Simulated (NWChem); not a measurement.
phosphorus nitride (NP)

SMILES: N#P
```xyz
2

N      0.0000     0.0000     1.0149
P      0.0000     0.0000    -0.4736
```
Charge 0, spin multiplicity 1.

Everything below was run with NWChem. Structure: optimised with PBE0/def2-SVP, a minimum by its harmonic frequencies.

Symmetry labels belong to the abelian group C2v used in the runs, with the axes of the coordinates shown; states degenerate in a higher group split over its labels.

Q: List the lowest 3 singlet excitations that TD-PBE/aug-cc-pVDZ gives, with oscillator strengths.

A: 
```json
[
 {"state": "1", "symmetry": "b1", "energy (eV)": "5.02", "wavelength (nm)": "247", "f": "0.003"},
 {"state": "2", "symmetry": "b2", "energy (eV)": "5.02", "wavelength (nm)": "247", "f": "0.003"},
 {"state": "3", "symmetry": "a2", "energy (eV)": "5.09", "wavelength (nm)": "244", "f": "0.000"}
]
```
